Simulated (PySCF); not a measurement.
C3H7ClOSi, SMILES C(Cl)(=C)[Si@H](O)C.

Geometry: TPSSh-D3(BJ)/def2-SVP. The structure was generated by enumeration; whether it is a known compound was not checked. Other conformers were not sampled.

Method: TPSSh-D3(BJ)/def2-SVP in PySCF.

Frequencies are harmonic and unscaled.

Give all harmonic wavenumbers and intensities. (The exact figures need the calculation; the answer reports its results.)


```csv
mode,ν (cm⁻¹),IR (km/mol),moving atoms (share of kinetic energy)
1,60,1.3,"C 43 %, Cl 20 %, H 19 %, O 16 %"
2,118,1.1,"C 38 %, Cl 23 %, H 20 %, O 15 %"
3,147,0.0,H 92 %
4,170,7.2,"C 41 %, H 28 %, O 14 %, Si 13 %"
5,227,5.8,"O 40 %, C 20 %, H 19 %, Cl 12 %, Si 8 %"
6,251,59.5,"H 70 %, Si 11 %"
7,278,27.7,"H 40 %, O 21 %, Si 19 %, C 11 %, Cl 9 %"
8,350,20.3,"C 31 %, H 25 %, Si 18 %, Cl 18 %, O 8 %"
9,410,18.9,"C 62 %, H 25 %, Si 9 %"
10,545,20.6,"C 49 %, Cl 21 %, Si 19 %, H 9 %"
11,669,43.4,"H 64 %, C 27 %"
12,707,35.9,"H 55 %, C 28 %, Si 14 %"
13,720,29.2,"H 85 %, C 11 %"
14,765,26.5,"H 55 %, C 33 %"
15,767,58.2,"H 59 %, C 29 %"
16,833,32.5,"O 44 %, H 43 %, Si 12 %"
17,849,174.7,"H 69 %, C 12 %, Si 11 %"
18,886,201.4,"H 72 %, Si 14 %, C 11 %"
19,928,24.0,"H 73 %, C 27 %"
20,941,108.6,"H 56 %, Si 29 %, O 12 %"
21,1099,20.8,"C 53 %, H 44 %"
22,1284,26.2,"H 78 %, C 22 %"
23,1392,12.2,"H 85 %, C 15 %"
24,1448,5.0,H 96 %
25,1450,1.5,H 96 %
26,1663,17.0,"C 89 %, H 11 %"
27,2244,146.3,H 97 %
28,3036,2.5,H 97 %
29,3134,3.4,"H 91 %, C 9 %"
30,3136,4.6,"H 91 %, C 9 %"
31,3137,2.2,H 95 %
32,3240,1.1,"H 89 %, C 11 %"
33,3839,82.8,H 94 %
```
